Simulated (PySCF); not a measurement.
# Shifts of the heteroatoms

Molfile (atoms numbered from 1):
```
C3H13OPSi3
     RDKit          3D

 21 20  0  0  0  0  0  0  0  0999 V2000
    0.7018    2.8175    0.6205 C   0  0  0  0  0  0  0  0  0  0  0  0
   -0.0844    2.1098   -0.1756 C   0  0  0  0  0  0  0  0  0  0  0  0
    0.3437    0.4182   -0.8933 Si  0  0  1  0  0  4  0  0  0  0  0  0
    1.8632    0.0085   -0.4821 O   0  0  0  0  0  0  0  0  0  0  0  0
    3.1657   -0.1814    0.4597 Si  0  0  0  0  0  4  0  0  0  0  0  0
   -1.0995   -1.1959   -0.0472 Si  0  0  2  0  0  4  0  0  0  0  0  0
   -2.0120   -2.1343   -1.4372 C   0  0  0  0  0  0  0  0  0  0  0  0
   -2.7538   -0.1680    1.1064 P   0  0  0  0  0  0  0  0  0  0  0  0
    0.4114    3.7683    1.0419 H   0  0  0  0  0  0  0  0  0  0  0  0
    1.6888    2.4670    0.8808 H   0  0  0  0  0  0  0  0  0  0  0  0
   -1.0700    2.4988   -0.4055 H   0  0  0  0  0  0  0  0  0  0  0  0
    0.4357    0.5168   -2.3567 H   0  0  0  0  0  0  0  0  0  0  0  0
    3.7626   -1.4376    0.0176 H   0  0  0  0  0  0  0  0  0  0  0  0
    4.0384    0.9695    0.2325 H   0  0  0  0  0  0  0  0  0  0  0  0
    2.7251   -0.2438    1.8544 H   0  0  0  0  0  0  0  0  0  0  0  0
   -0.4663   -2.2312    0.8043 H   0  0  0  0  0  0  0  0  0  0  0  0
   -2.5628   -1.4415   -2.0682 H   0  0  0  0  0  0  0  0  0  0  0  0
   -2.7286   -2.8441   -1.0333 H   0  0  0  0  0  0  0  0  0  0  0  0
   -1.3214   -2.6817   -2.0711 H   0  0  0  0  0  0  0  0  0  0  0  0
   -3.1219   -1.2840    1.8342 H   0  0  0  0  0  0  0  0  0  0  0  0
   -1.9245    0.2863    2.1175 H   0  0  0  0  0  0  0  0  0  0  0  0
  1  2  2  0
  2  3  1  0
  3  4  1  0
  4  5  1  0
  3  6  1  0
  6  7  1  0
  6  8  1  0
  1  9  1  0
  1 10  1  0
  2 11  1  0
  3 12  1  6
  5 13  1  0
  5 14  1  0
  5 15  1  0
  6 16  1  1
  7 17  1  0
  7 18  1  0
  7 19  1  0
  8 20  1  0
  8 21  1  0
M  END
```

Rapidly exchanging positions averaged, gas phase, single conformer, relativity neglected. NMR shieldings at PBE0/pcSseg-1/GIAO; GFN2-xTB geometry; PySCF 2.14.

Task: Where does 31P resonate?

Result: 
| atoms | environment | σ (ppm) | δ (ppm) |
| --- | --- | --- | --- |
| P8 | phosphorus bonded to Si, 2 H | 613.9 | -238.4 |

Shieldings were converted by a linear fit to measured shifts: 31P: δ = 270.09 − 0.828σ (rms 18.1 ppm, 64 shifts vs H3PO4, solution or neat liquid). A few per cent of atoms miss by over 2 rms, more outside the fitted compound classes.

On a 500 MHz spectrometer 31P resonates near 202.4 MHz, so 1 ppm is 202.4 Hz.

Task: Predict the 29Si NMR data.

Result: 
```tsv
atoms	environment	σ (ppm)	δ (ppm)
Si3	silicon bonded to C, O, Si, H	364.2	-19.4
Si5	silicon bonded to O, 3 H	392.0	-42.3
Si6	silicon bonded to C, P, Si, H	405.0	-53.0
```

Shieldings were converted by a linear fit to measured shifts: 29Si: δ = 279.94 − 0.822σ (rms 8.9 ppm, 72 shifts, 25.8 ppm with the 6 outliers that the fit left out vs TMS, solution or neat liquid). A few per cent of atoms miss by over 2 rms, more outside the fitted compound classes.

On a 500 MHz spectrometer 29Si resonates near 99.3 MHz, so 1 ppm is 99.3 Hz.

Task: Predict the 17O NMR data.

Result: 
```csv
atoms,environment,σ (ppm),δ (ppm)
O4,oxygen bonded to 2 Si,332.7,-36.4
```

Shieldings were converted by a linear fit to measured shifts: 17O: δ = 266.70 − 0.911σ (rms 10.7 ppm, 155 shifts, 12.2 ppm with the 3 outliers that the fit left out vs liquid water, solution or neat liquid). A few per cent of atoms miss by over 2 rms, more outside the fitted compound classes.

On a 300 MHz spectrometer 17O resonates near 40.7 MHz, so 1 ppm is 40.7 Hz.
